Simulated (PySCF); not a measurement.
HfCl₃, SMILES [Cl][Hf+]([Cl])[Cl], charge +1, multiplicity 1.

The structure is a stationary point at B3LYP-D3(BJ)/def2-SVP. The multiplicity is an assumed one; other spin states were not compared. The isomer is the one that the SMILES or the coordinates give; other isomers of the formula were not compared. The def2 effective core potentials stand for the cores of Hf; spin–orbit coupling is left out.

Two levels are set side by side: PBE/def2-TZVPD (PySCF) and PBE0/def2-TZVPD (PySCF). Same geometry, gas phase. Differences are taken from unrounded values.

```tsv
quantity	PBE0	PBE	PBE minus PBE0
orbital gap (eV)	5.52	3.45	-2.08
highest occupied level (eV)	-14.49	-13.16	1.33
lowest empty level (eV)	-8.97	-9.71	-0.74
mean polarisability (bohr³)	72.2	75.4	3.2
```

Without exact exchange PBE keeps part of each electron's self-repulsion, which lifts occupied levels and narrows the gap. Loosely held outer electrons make PBE densities more polarisable. Differences between two approximate levels are no errors against the true value.

Rough cost on one machine, each run with all the roots and properties that it gave: PBE0 against PBE within a factor of 2.
